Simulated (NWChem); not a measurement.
A series in which one site is exchanged, each optimised at PBE0/def2-SVP with NWChem, gas phase unless a solvent is named. Low-valent species are run as closed-shell singlets; no triplet was tried in these runs. def2 effective core potentials on Sn, Pb; no spin-orbit coupling.

A: [Ge]=[S] (GeS; site = Ge)
B: S=[Si] (SiS; site = Si)
C: [S]=[Sn] (SnS; site = Sn)
D: [S]=[Pb] (PbS; site = Pb)

```json
[
 {"quantity": "dipole (D), PBE0/def2-SVP", "A": "2.00", "B": "(withheld)", "C": "3.17", "D": "3.92"},
 {"quantity": "orbital gap (eV), PBE0/def2-SVP", "A": "5.64", "B": "(withheld)", "C": "4.85", "D": "4.55"},
 {"quantity": "static polarisability, PBE/def2-SVPD (bohr³)", "A": "52.7", "B": "(withheld)", "C": "65.4", "D": "68.7"},
 {"quantity": "lowest singlet excitation, PBE/def2-SVPD, TDA (eV)", "A": "3.83", "B": "(withheld)", "C": "3.17", "D": "2.93"}
]
```

Task: Fill in the missing entries.

Result: 
- dipole (D), PBE0/def2-SVP, B: 1.56
- orbital gap (eV), PBE0/def2-SVP, B: 5.77
- static polarisability, PBE/def2-SVPD (bohr³), B: 50.0
- lowest singlet excitation, PBE/def2-SVPD, TDA (eV), B: 4.10
